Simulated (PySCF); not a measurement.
A side-by-side comparison of computed properties.

First species: C₅H₉FOS.
SMILES with atom numbers: `[CH3:1][S@@:2](=[O:3])[CH2:4][C@H:5]1[CH2:6][C@H:7]1[F:8]` (hydrogens: H9, H10, H11 on C1; H12, H13 on C4; H14 on C5; H15, H16 on C6; H17 on C7)

Second species: BGeH₅.
SMILES: `[GeH3][BH2]`

Levels: CAM-B3LYP/def2-SVPD for dipole moment, HOMO energy, LUMO energy, HOMO–LUMO gap, static isotropic polarisability and electronic spatial extent ⟨r²⟩ about the centre of nuclear charge; TDDFT CAM-B3LYP/def2-SVPD for lowest singlet excitation; TDA CAM-B3LYP/def2-SVPD for lowest triplet excitation (Tamm–Dancoff); ΔSCF CAM-B3LYP/def2-SVPD for vertical ionisation energy; PBE0-D3(BJ)/def2-SVP for rotational constant A and rotational constant C. Geometries: PBE0-D3(BJ)/def2-SVP. Each structure is a single optimised conformer of the isolated species, non-relativistic unless stated; the electronic structure was computed with PySCF and density fitting.

Dipoles, sizes and rotational constants follow the conformer. The torsions of the flexible species, by atom-mapped SMILES:
- `[CH3:1][S@@:2](=[O:3])[CH2:4][C@H:5]1[CH2:6][C@H:7]1[F:8]`: C1–S2–C4–C5 -167°, S2–C4–C5–C6 -159°

Values for the first species:

- Dipole moment: 3.34 D
- HOMO energy: -8.05 eV
- LUMO energy: 1.13 eV
- HOMO–LUMO gap: 9.18 eV
- Lowest singlet excitation: 5.99 eV
- Lowest triplet excitation (Tamm–Dancoff): 5.27 eV
- Static isotropic polarisability: 84.7 au
- Vertical ionisation energy: 8.80 eV
- Electronic spatial extent ⟨r²⟩ about the centre of nuclear charge: 1350 bohr²
- Rotational constant A: 3.409 GHz
- Rotational constant C: 0.906 GHz

Q: Estimate the same properties for the second species, and the change in each.

A: 
| property | first | second | second less first |
| --- | --- | --- | --- |
| dipole moment | 3.34 D | 0.49 D | -2.85 D |
| HOMO energy | -8.05 eV | -9.74 eV | -1.69 eV |
| LUMO energy | 1.13 eV | -1.31 eV | -2.44 eV |
| HOMO–LUMO gap | 9.18 eV | 8.43 eV | -0.75 eV |
| lowest singlet excitation | 5.99 eV | 4.22 eV | -1.77 eV |
| lowest triplet excitation (Tamm–Dancoff) | 5.27 eV | 3.45 eV | -1.82 eV |
| static isotropic polarisability | 84.7 au | 49.7 au | -35.0 au |
| vertical ionisation energy | 8.80 eV | 10.79 eV | +1.99 eV |
| electronic spatial extent ⟨r²⟩ about the centre of nuclear charge | 1350 bohr² | 206 bohr² | -1144 bohr² |
| rotational constant A | 3.409 GHz | 60.229 GHz | +56.820 GHz |
| rotational constant C | 0.906 GHz | 8.469 GHz | +7.563 GHz |

On the first: The vertical singlet–triplet gap S1 − T1 is 0.72 eV (TDDFT singlet less Tamm–Dancoff triplet). In atomic units the dipole is 1.31 e·bohr (1 au = 2.5417 D).

On the second: The polarisability is 7.36 Å³ as a volume (1 au = 0.148185 Å³), or 1.18 au for each of the 42 electrons. No computed singlet falls in the visible range (750 to 380 nm, 1.65 to 3.26 eV); S1 lies 0.96 eV above its blue end. Relativistic effects, spin–orbit coupling among them, are left out although an element past zinc is present.
